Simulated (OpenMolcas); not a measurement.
A run on Cr2+ among 5 point charges of -1 e arranged as a square pyramid (C4v), 1.76 Å from the ion, with the axial distance 1.514 Å.

```
Program             : OpenMolcas
Method              : SS-CASPT2, IPEA 0.25 Eh, imaginary shift 0.1 Eh (closed shells correlated: 3s 3p)
Basis               : ANO-RCC-VDZP [5s4p2d1f]
Scalar Hamiltonian  : DKH2, point nucleus
Active space        : 4 electrons in 5 orbitals (3d)
State averaging     : 2S+1 = 5 even, 5 roots; 2S+1 = 3 even, 45 roots; 2S+1 = 1 even, 50 roots
Spin-orbit coupling : RASSI with atomic mean-field integrals over the reference wave functions
```

First CASPT2 step and the start of its output:

```
&CASPT2
Multistate=5 1 2 3 4 5
NoMult
Frozen=5
IPEA=0.25
Imaginary=0.1
MaxIter=60
WThr=0.0 0.3 0.05
PrWF=0.5
NoMix
```

```
--- CASPT2 ---
Orbital specifications:
      -----------------------

      Symmetry species                           1
                                                 a
      Frozen orbitals                            5
      Inactive orbitals                          4
      Active orbitals                            5
      Secondary orbitals                        20
      Deleted orbitals                           0
      Number of basis functions                 34
Type of calculation                        SS-CASPT2
      Fock operator                              state-specific
      IPEA shift                                 0.25
      Real shift                                 0.00
      Imaginary shift                            0.10
      The input orbitals will be transformed to quasi-canonical
Reference energy:       -1052.0631497699
      E2 (Non-variational):      -0.3105479877
      Shift correction:          -0.0002203012
      E2 (Variational):          -0.3107682889
      Total energy:           -1052.3739180589
      Residual norm:              0.0000001242
      Reference weight:           0.93871
      Contributions to the CASPT2 correlation energy
      Active & Virtual Only:         -0.0490708909
      One Inactive Excited:          -0.1383166274
      Two Inactive Excited:          -0.1231604694
Reference energy:       -1052.0407763795
      E2 (Non-variational):      -0.3054014088
      Shift correction:          -0.0001839451
      E2 (Variational):          -0.3055853539
      Total energy:           -1052.3463617334
      Residual norm:              0.0000002196
      Reference weight:           0.94184
      Contributions to the CASPT2 correlation energy
      Active & Virtual Only:         -0.0454776819
...
```

Over all roots the printed reference weights run from 0.38 to 0.94, and roots that are degenerate in the reference spread by up to 0.042 cm-1.

Task: Did the run give usable levels, and if not, why?

Result: No. The equations converged, but the reference weight falls to 0.38 for at least one root against 0.94 for the best. A drop of that size marks an intruder state, so the energies of such roots and the levels built on them can't be trusted.
